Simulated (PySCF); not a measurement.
## A small calculation by hand: dipole moment from atomic charges

Al(Br)(OH)2 (AlBrH2O2), SMILES [OH][Al]([OH])[Br]. Atoms are numbered in the order given.

```xyz
6

Al     0.0000     0.0000    -0.9671
Br     0.0000     0.0000     1.2886
O      0.0000     1.4411    -1.8483
H      0.0000     2.3269    -1.4779
O      0.0000    -1.4411    -1.8483
H      0.0000    -2.3269    -1.4779
```

Geometry: r2SCAN-D4/def2-SVP. The values are those of a single conformer.

Charges (e) from PBE/def2-TZVPD in PySCF:

| atom | ESP fit | IAO |
|---|---|---|
| Al1 | 0.781 | 1.161 |
| Br2 | -0.267 | -0.302 |
| O3 | -0.586 | -0.806 |
| H4 | 0.329 | 0.377 |
| O5 | -0.586 | -0.806 |
| H6 | 0.329 | 0.377 |

The dipole moment of the full density is 0.68 D.

Question: What dipole moment does each set of point charges give, and which comes closer to that of the density?

Answer: 
μ = Σ q r, and 1 e Å = 4.8032 D.
ESP fit: Σ q r = (0.000, 0.000, 0.094) e Å, |μ| = 0.45 D.
IAO: Σ q r = (0.000, 0.000, 0.353) e Å, |μ| = 1.70 D.
ESP fit comes closer in size. Point charges leave out the atoms' own dipoles (lone pairs, polarised bonds); fits to the potential absorb them, partitions of the density don't.
